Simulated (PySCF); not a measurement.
Predicted spectroscopic data

[PySCF: geometry from GFN2-xTB; J: B3LYP/pcJ-1 (spin–dipole term left out of most H,H and C,H couplings); shielding tensors at PBE0/pcSseg-1 (GIAO); single conformer; in vacuum; fast rotation and ring inversion assumed for equivalent nuclei; non-relativistic]

References, each an isolated molecule treated in the same way: 1H and 13C against TMS. Multiplet labels drop J under 1 Hz and among equivalent protons, and merge close values. Unscaled 3J(H,H) run several per cent high. Splittings of carbon signals by F and P are missing where no couplings were computed. Where no couplings were computed, multiplicities follow the n + 1 count of equivalent neighbours, and m marks all less simple cases (inequivalent or close neighbours, rings, F or P nearby). One-bond C–F couplings are unscaled and too large by tens of Hz. Shifts are as computed. Against solution values, carbons near 30 ppm lie about +3 ppm off and those near 130 ppm about +5 ppm. Of 1211 compounds with measured shifts, 218 miss one by over three times the rms of a fit or turn the order of signals round; such compounds aren't used in these exercises.

Compound 1 (C4H7FO). 1H NMR (500 MHz, computed): δ 4.91 (dq, J = 59.0, 7.5 Hz, 1H), 2.40 (d, J = 9.2 Hz, 3H), 1.46 (dd, J = 22.8, 7.5 Hz, 3H). 13C{1H} NMR (computed): δ 218.1 (d, J = 21.1 Hz), 97.6 (d, J = 236.5 Hz), 28.8 (d, J = 2.4 Hz), 21.4 (d, J = 20.4 Hz). Structure: SMILES O=C(C)[C@H](C)F.

Compound 2 (C5H8F4Si). 1H NMR (500 MHz, computed): δ 6.21 (br s, 1H), 5.85 (br s, 1H), 5.00 (m, 1H), 4.70 (m, 1H), 4.42 (m, 1H), 2.20 (s, 3H). 13C{1H} NMR (computed): δ 149.4 (C), 138.3 (CH2), 133.9 (C), 91.0 (CH), 28.2 (CH3). Structure: SMILES C=C(C)[SiH2][C@H](F)C(F)(F)F.

Compound 3 (C5H4F2O2). 1H NMR (500 MHz, computed): δ 9.71 (s, 1H), 6.38 (m, 1H), 3.43 (m, 2H). 13C{1H} NMR (computed): δ 187.0, 160.4, 140.6, 118.4, 45.8. Structure: SMILES O=CC1=CCC(F)(F)O1.

Compound 4 (C8H13F). 1H NMR (500 MHz, computed): δ 4.54 (m, 1H), 2.29 (m, 2H), 2.14 (m, 2H), 1.51 (m, 2H), 1.42 (m, 2H), 1.39 (m, 2H), 1.29 (m, 1H), 1.27 (m, 1H). 13C{1H} NMR (computed): δ 105.5, 44.1, 34.5, 28.8, 20.4. Structure: SMILES F[C@H]1[C@@H]2CCC[C@H]1CC2.

Compound 5 (C2H12OP2Si2). 1H NMR (500 MHz, computed): δ 6.61 (m, 1H), 4.18 (m, 2H), 3.61 (t, 2H), 1.13 (m, 4H), 0.31 (t, 3H). 13C{1H} NMR (computed): δ 58.1, -9.1. Structure: `C[SiH2]CO[SiH](P)P`.

Compound 6 (C8H13F). 1H NMR (500 MHz, computed): δ 2.12 (m, 1H), 2.08 (m, 1H), 2.06 (m, 1H), 2.05 (m, 1H), 1.87 (m, 1H), 1.80 (m, 1H), 1.74 (m, 1H), 1.71 (m, 1H), 1.54 (m, 1H), 1.39 (m, 1H), 1.32 (m, 1H), 1.29 (m, 1H), 1.28 (m, 1H). 13C{1H} NMR (computed): δ 103.0, 46.3, 41.1, 38.1, 36.2, 35.2, 29.3, 23.3. Structure: SMILES F[C@@]12CCC[C@@H](CC1)C2.
